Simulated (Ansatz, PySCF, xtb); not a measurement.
Reaction (SMILES): O=C(O)C(F)(F)F + 7 [H][H] (H2) → 2 C (CH4) + 3 F (HF) + 2 O (H2O)
Geometries: B3LYP-D3(BJ)/def2-TZVP minima from Ansatz (an electronic-structure program), one conformer each, not searched for the lowest. Frequencies are from Ansatz or PySCF.

Wanted: energy of full hydrogenation (enthalpy at 298 K, with B3LYP-D3(BJ) rigid-rotor harmonic-oscillator terms), in eV. Correlated levels leave the core frozen unless marked. Spin-orbit coupling is left out. No relativistic terms. Basis-set limits of correlation are two-point, X^-3; Hartree-Fock from the larger set. [CCSD(T)-MP2]/basis is that difference in the basis named.

```json
[
 {"level": "GFN2-xTB", "program": "xtb", "energy of full hydrogenation (eV)": "___"},
 {"level": "PBE0-D3(BJ)/def2-TZVP", "program": "Ansatz + dftd3", "energy of full hydrogenation (eV)": "___"},
 {"level": "PBE0/def2-TZVPD", "program": "Ansatz", "energy of full hydrogenation (eV)": "-4.34"},
 {"level": "RPA@PBE/cc-pVTZ", "program": "Ansatz", "energy of full hydrogenation (eV)": "-3.70"},
 {"level": "CCSD/6-31G", "program": "Ansatz", "energy of full hydrogenation (eV)": "-3.48"},
 {"level": "RI-MP2/CBS(cc-pVTZ,cc-pVQZ)+[CCSD(T)-MP2]/cc-pVTZ", "program": "Ansatz", "energy of full hydrogenation (eV)": "___"}
]
```

### Question
Fill in the missing entries.

### Answer

- GFN2-xTB, energy of full hydrogenation (eV): -3.41
- PBE0-D3(BJ)/def2-TZVP, energy of full hydrogenation (eV): -3.93
- RI-MP2/CBS(cc-pVTZ,cc-pVQZ)+[CCSD(T)-MP2]/cc-pVTZ, energy of full hydrogenation (eV): -4.45
